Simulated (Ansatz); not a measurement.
Q: Predict a relaxed structure of the cluster Te4Pb2⁺, charge 1, doublet, at PBE-D4/def2-SVP (Ansatz).

A: 
```xyz
6

Pb    1.761    0.825    1.292
Pb   -1.795   -1.426    0.443
Te   -1.585    0.920   -1.449
Te   -1.344    1.474    1.249
Te    1.318   -1.947    0.116
Te    1.645    0.154   -1.651
```
Point group C2 (tolerance 0.1 Å). This is one stationary point.

In the def2 sets Pb, Te take a core potential; there is no spin–orbit coupling. The relaxation made no stability test and no search for a lower SCF solution. The structure comes from a short search, and lower isomers may exist.
